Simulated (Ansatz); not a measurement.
Harmonic frequencies (cm⁻¹) at PBE0-D4/def2-TZVP from Ansatz: 142, 162, 178, 360, 442, 501, 656, 659, 694, 748, 751, 786, 830, 904, 968, 1064, 1272, 1276, 1441, 1444, 1553, 2218, 3050, 3132, 3150, 3160, 3229.

Which molecule is it?
A. `[SiH3]C1C=CS1`
B. `C[SiH]1C=CS1`
C. `CC1[SiH2]C1=S`
D. `N[SiH]([SiH3])S`

B.
